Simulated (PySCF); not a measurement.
Species: C3H7AlO.
SMILES: `C=C[O][AlH][CH3]`

Torsions of this conformer, `[CH2:1]=[CH:2][O:3][AlH:4][CH3:5]`: C1–C2–O3–Al4 -26°, C2–O3–Al4–C5 176°.

The closed-shell ground state was solved at several levels (PySCF, density fitting, gas phase, non-relativistic). The structure is a single PBE0-D3(BJ)/def2-SVP conformer in the gas phase; no vibrational or solvent corrections.

```csv
level,basis functions,total energy (Eh),HOMO (eV),LUMO (eV),gap (eV),dipole (D)
"PBE0/6-311+G(2d,p)",185,-435.9253,-6.63,-0.99,5.64,1.16
KT2/pcSseg-2,285,-441.7055,-5.52,-1.81,3.71,1.14
B3LYP/cc-pVTZ,252,-436.3204,-6.36,-1.11,5.25,1.09
PBE0/cc-pVDZ,109,-435.8620,-6.43,-0.85,5.58,1.21
wB97X-D/pcSseg-2,285,-436.2295,-8.49,0.67,9.16,1.12
OPBE/pcSseg-2,285,-436.1484,-5.42,-1.42,4.00,1.24
B3LYP/6-31G*,88,-436.2057,-6.04,-0.92,5.12,1.02
PBE0/6-31G*,88,-435.8344,-6.31,-0.73,5.58,1.07
PBE0/6-31G,63,-435.7720,-6.36,-0.87,5.49,1.03
BHandHLYP/pcSseg-2,285,-436.1865,-7.65,-0.24,7.41,1.06
PBE0/aug-cc-pVDZ,182,-435.8786,-6.60,-1.02,5.58,1.22
B3LYP/def2-TZVP,203,-436.3259,-6.40,-1.12,5.28,1.09
```

What might BLYP/pcSseg-2 (285 basis functions) give for the same quantities?

Total energy -436.2372 Eh, HOMO -5.37 eV, LUMO -1.63 eV, gap 3.74 eV, dipole 1.09 D.

Over all these levels, which gives the widest orbital gap and which the narrowest?

wB97X-D/pcSseg-2 (range-separated hybrid) has the widest, 9.16 eV, and KT2/pcSseg-2 (GGA) the narrowest, 3.71 eV. The two share the basis. From the narrowest to the widest the HOMO moves by -2.97 eV and the LUMO by +2.48 eV.

How much does the basis alone move the frontier levels among the 5 PBE0 rows?

The HOMO by 0.32 eV and the LUMO by 0.29 eV. By rising basis size (HOMO, LUMO in eV): 6-31G -6.36, -0.87; 6-31G* -6.31, -0.73; cc-pVDZ -6.43, -0.85; aug-cc-pVDZ -6.60, -1.02; 6-311+G(2d,p) -6.63, -0.99.

How far do the dipole and the HOMO energy spread over the levels?

The dipole runs from 1.02 to 1.24 D (mean 1.12 D) and the HOMO from -8.49 to -5.37 eV.

The pairwise dispersion term of wB97X-D wasn't added to the energies; at a given geometry it leaves orbitals and properties as they are.
